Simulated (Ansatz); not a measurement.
Reaction (redistribution): `[SiH3][GeH2][SiH2][GeH2][SiH2][GeH3]` + `F[SiH2][GeH3]` → `F[SiH2][GeH2][SiH3]` + `[GeH3][SiH2][GeH2][SiH2][GeH3]`

Calculated with Ansatz (gas phase, PBE0-D4/def2-TZVP geometries, no zero-point term in ΔE). CBS: MP2 limit from def2 TZ/QZ plus the TZ coupled-cluster correction, frozen cores. Functionals use def2-TZVPP. B3LYP here is the variant with VWN-RPA as its local correlation; programs differ in this. For Ge outer-core shells are correlated without core-valence functions, which leaves a few kJ/mol of doubt a bond. Scalar relativity is left out up to krypton. Each species was taken in one conformer, which may not be the lowest.

`[SiH3][GeH2][SiH2][GeH2][SiH2][GeH3]`:

Cartesian coordinates in Å:
```
Si 1.169 0.381 -2.447
Ge 2.340 0.750 -0.408
Si 1.576 -0.615 1.389
Ge -0.385 0.307 2.373
Si -2.015 0.729 0.691
Ge -2.352 -1.250 -0.587
H -0.260 0.767 -2.314
H 1.245 -1.056 -2.818
H 1.780 1.193 -3.532
H 3.837 0.473 -0.657
H 2.212 2.233 -0.004
H 1.274 -1.980 0.875
H 2.649 -0.735 2.415
H -0.961 -0.672 3.414
H -0.022 1.615 3.103
H -3.304 1.162 1.297
H -1.523 1.821 -0.192
H -3.046 -2.316 0.279
H -3.216 -0.987 -1.831
H -0.999 -1.821 -1.046
```

`F[SiH2][GeH3]`:

```xyz
8

F    -0.725   -2.102    0.526
Si   -0.797   -0.788   -0.394
Ge    0.791    0.810    0.373
H    -0.513   -1.199   -1.793
H    -2.181   -0.254   -0.313
H     0.493    1.228    1.821
H     0.714    2.059   -0.522
H     2.218    0.245    0.302
```

`F[SiH2][GeH2][SiH3]`:

Cartesian coordinates in Å:
```
F -0.391 1.346 -2.216
Si -0.169 1.853 -0.708
Ge -0.598 0.048 0.782
Si 0.624 -1.893 0.153
H 1.240 2.310 -0.589
H -1.079 3.006 -0.482
H -0.182 0.495 2.197
H -2.106 -0.259 0.815
H 0.179 -2.352 -1.188
H 2.073 -1.568 0.098
H 0.410 -2.986 1.138
```

`[GeH3][SiH2][GeH2][SiH2][GeH3]`:

Cartesian coordinates in Å:
```
Ge 2.651 0.142 0.315
Si 1.170 0.770 -1.437
Ge -0.565 -0.847 -1.637
Si -1.486 -1.244 0.523
Ge -2.002 0.831 1.564
H 3.274 -1.233 0.018
H 3.787 1.165 0.489
H 1.880 0.041 1.642
H 0.559 2.088 -1.109
H 1.922 0.907 -2.714
H -1.665 -0.336 -2.587
H 0.002 -2.154 -2.224
H -0.477 -1.966 1.348
H -2.709 -2.088 0.435
H -2.599 0.626 2.967
H -0.727 1.682 1.697
H -3.014 1.616 0.712
```

(1) Is it downhill or uphill in electronic energy at CCSD(T)/CBS, and by how much? (Best estimate.)

(2) What do these levels give: PBE-D4, ωB97X-V, ωB97M-V, PBE, PBE0, B3LYP, HF/def2-TZVPP, MP2/def2-TZVPP, SCS-MP2/def2-TZVPP, CCSD(T)/def2-TZVPP, MP2/def2-QZVPP, MP2/CBS(def2)? (An estimate is asked.)

Largest T1 diagnostic among the species: 0.013.

Results:

(1) Computed: Nearly level: ΔE = +0.03 eV.

(2) Computed: PBE-D4 0.03, ωB97X-V 0.02, ωB97M-V 0.02, PBE -0.02, PBE0 -0.02, B3LYP -0.04, HF/def2-TZVPP -0.05, MP2/def2-TZVPP 0.03, SCS-MP2/def2-TZVPP 0.02, CCSD(T)/def2-TZVPP 0.03, MP2/def2-QZVPP 0.03, MP2/CBS(def2) 0.03 eV.

The D4 term adds +0.08 eV with B3LYP and +0.05 eV with PBE0; it sums over pairs of atoms, weighted by their polarisabilities, and B3LYP, whose exchange is more repulsive, gets the larger term. In def2-TZVPP, CCSD(T) changes the Hartree–Fock value by +0.08 eV (the triples alone add +0.01 eV) and MP2 by +0.09 eV.
